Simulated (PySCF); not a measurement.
diarsenic (As₂), SMILES [As]#[As].

The structure is a stationary point at PBE-D3(BJ)/def2-TZVP.

Two levels are set side by side: PBE/def2-TZVPD (PySCF) and ωB97X/def2-TZVPD (PySCF). Same geometry, gas phase. Differences are taken from unrounded values.

| quantity | ωB97X | PBE | PBE minus ωB97X |
|---|---|---|---|
| orbital gap (eV) | 8.63 | 3.07 | -5.56 |
| highest occupied level (eV) | -9.42 | -6.50 | 2.92 |
| lowest empty level (eV) | -0.79 | -3.43 | -2.64 |
| mean polarisability (bohr³) | 62.3 | 61.9 | -0.4 |

PBE's occupied levels lie high since its potential decays too fast outside the molecule; exact exchange lowers them and widens the gap. Differences between two approximate levels are no errors against the true value.

Rough cost on one machine, each run with all the roots and properties that it gave: ωB97X against PBE within a factor of 2.
